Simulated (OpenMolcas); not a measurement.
An atom or ion with 48 electrons was computed by MS-RASPT2, IPEA 0.25 Eh, imaginary shift 0.1 Eh with spin-orbit coupling (OpenMolcas, ANO-RCC-VQZP, DKH2). The lowest levels that the run gave, each within 12 % of the measured value where one is at hand:

```tsv
J	Parity	E (cm-1)	g
0	even	0.0	
0	odd	65590	
1	odd	67510	1.495
2	odd	72270	1.501
1	odd	95030	1.006
0	even	153480	
2	even	156700	1.125
1	even	156850	1.501
2	even	162600	1.377
```

Which ion is it, and what are the configurations and terms?

Sb IV (Z = 51, charge +3; active space 2 electrons in 9 orbitals (RAS2 5s 5p; RAS3 5d, at most 2 electrons)). J, parity and g give the terms where levels are pure, and mixed ones are named by the computed weights; the size of the splittings, set against known spectra of the 48-electron sequence, gives the charge. In order, with the measured energies in cm-1 (Moore, Atomic Energy Levels, vol. III, NSRDS-NBS 35 (1971 reprint of NBS Circular 467, 1958)): 5s2 1S0, 5s 5p 3P* 0, 5s 5p 3P* 1 (66700), 5s 5p 3P* 2 (72560), 5s 5p 1P* 1 (95952), 5p2 3P0 (152076), 5p2 1D2 (155956), 5p2 3P1 (156388), 5p2 3P2 (163524).

Term energies are means over components that CASPT2 splits; among the terms shown or strongly mixed into the levels shown the widest spread is 42 cm-1 (5p2 1D). Active for correlation alone: 5d; no level in the range computed is led by a configuration that fills it, so any true level of that kind is missing. Some terms mix strongly with configurations of 5d, whose occupation reaches 0.29 (5p2 1D). Computed and measured levels are paired by configuration, term and J; levels that our copy of the source lacks, or whose pairing is in doubt (as where it misses far off the trend of its configuration), stay unpaired and out of the deviations. Only configurations of the active space appear.

* marks odd parity.
